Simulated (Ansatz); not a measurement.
Reaction (formal exchange of groups at the Si–O bond): `O[SiH2]O[SiH](O)O` + `O=C=CF` → `O[SiH](O)O[SiH2]F` + `O=C=CO`

Calculated with Ansatz (gas phase, PBE0-D4/def2-TZVP geometries, no zero-point term in ΔE). CCSD(T)/CBS adds triple-zeta CCSD(T) − MP2 to the extrapolated MP2 energy (def2 sets, frozen cores). Functionals use def2-TZVPP. B3LYP here is the variant with VWN-RPA as its local correlation; programs differ in this. Each species was taken in one conformer, which may not be the lowest.

`O[SiH2]O[SiH](O)O`:

```xyz
12

O     1.982   -0.202   -0.081
Si    1.010    0.410   -1.274
O    -0.492    0.430   -0.668
Si   -1.280    0.154    0.747
O    -0.293   -0.706    1.722
O    -2.668   -0.658    0.506
H     2.887    0.106   -0.026
H     1.466    1.780   -1.621
H     1.039   -0.468   -2.466
H    -1.677    1.451    1.318
H     0.639   -0.692    1.474
H    -2.613   -1.605    0.369
```

`O=C=CF`:

Cartesian coordinates in Å:
```
O -1.804 -0.668 0.415
C -0.742 -0.276 0.164
C 0.456 0.155 -0.165
F 1.262 0.710 0.760
H 0.828 0.079 -1.175
```

`O[SiH](O)O[SiH2]F`:

Z-matrix (Å, degrees):
```
Si
O 1 1.638
O 1 1.625 2 104.3
O 1 1.629 2 113.3 3 -120.7
H 1 1.472 2 112.1 3 120.6
H 2 0.958 1 117.9 3 179.3
Si 3 1.620 1 148.0 2 29.0
H 4 0.959 1 118.7 2 65.4
F 7 1.592 3 107.7 1 148.2
H 7 1.479 3 111.0 1 30.6
H 7 1.478 3 110.1 1 -95.2
```

`O=C=CO`:

Cartesian coordinates in Å:
```
O 1.660 -1.195 0.923
C 0.749 -0.569 0.574
C -0.295 0.143 0.202
O -0.235 0.941 -0.924
H -1.158 0.172 0.857
H -0.722 0.508 -1.632
```

```
             level  ΔE (kcal/mol)  difference from CCSD(T)/CBS
            PBE-D4          -13.6                          1.6
         r2SCAN-D4          -14.2                          1.0
           PBE0-D4          -14.3                          0.9
          B3LYP-D4          -14.2                          1.0
           ωB97X-V          -14.3                          0.9
           ωB97M-V          -14.1                          1.1
            B2PLYP          -15.2                          0.0
               PBE          -14.2                          1.0
            r2SCAN          -14.3                          0.9
              PBE0          -14.8                          0.4
             B3LYP          -15.1                          0.1
     HF/def2-TZVPP          -17.1                         -1.9
    MP2/def2-TZVPP          -15.7                         -0.5
SCS-MP2/def2-TZVPP          -15.7                         -0.5
   CCSD/def2-TZVPP          -15.3                         -0.1
CCSD(T)/def2-TZVPP          -14.9                          0.3
     HF/def2-QZVPP          -17.4                         -2.2
    MP2/def2-QZVPP          -16.0                         -0.8
SCS-MP2/def2-QZVPP          -16.0                         -0.8
      HF/CBS(def2)          -17.5                         -2.3
     MP2/CBS(def2)          -16.0                         -0.8
    CCSD/CBS(def2)          -15.7                         -0.5
       CCSD(T)/CBS          -15.2                            0
```

Largest T1 diagnostic among the species: 0.016.

The D4 term adds +0.9 kcal/mol with B3LYP and +0.5 kcal/mol with PBE0; it sums over pairs of atoms, weighted by their polarisabilities, and B3LYP, whose exchange is more repulsive, gets the larger term. In def2-TZVPP, CCSD(T) changes the Hartree–Fock value by +2.2 kcal/mol (the triples alone add +0.4 kcal/mol) and MP2 by +1.4 kcal/mol.
